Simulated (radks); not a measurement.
Tm XLVI, 24 electrons, occupied as [Ar] 3d6. Method: scalar-relativistic Kohn-Sham, PBE, spin-polarised, spherical densities, point nucleus; open shells are filled with parallel spins first (spin-orbit coupling, left out, can overturn this in heavy ions); computed with a radial shooting solver on a logarithmic mesh with Libxc functionals. Some entries of the table are withheld. Estimate them.

| orbital | occ. | eigenvalue (eV) | <r> (bohr) |
|---|---|---|---|
| 1s up | 1 | -61823.27 | 0.02001 |
| 1s down | 1 | -61823.08 | 0.02001 |
| 2s up | 1 | -12485.22 | 0.08452 |
| 2s down | 1 | -12467.88 | 0.08445 |
| 2p up | 3 | (1) | 0.07504 |
| 2p down | 3 | (2) | 0.07496 |
| 3s up | 1 | -4492.905 | 0.2120 |
| 3s down | 1 | -4473.788 | 0.2124 |
| 3p up | 3 | -4140.896 | 0.2092 |
| 3p down | 3 | -4121.388 | 0.2097 |
| 3d up | 5 | -3749.582 | 0.1868 |
| 3d down | 1 | -3725.027 | 0.1873 |

Answer. 
(1) 2p up eigenvalue (eV): -11322.80
(2) 2p down eigenvalue (eV): -11309.24
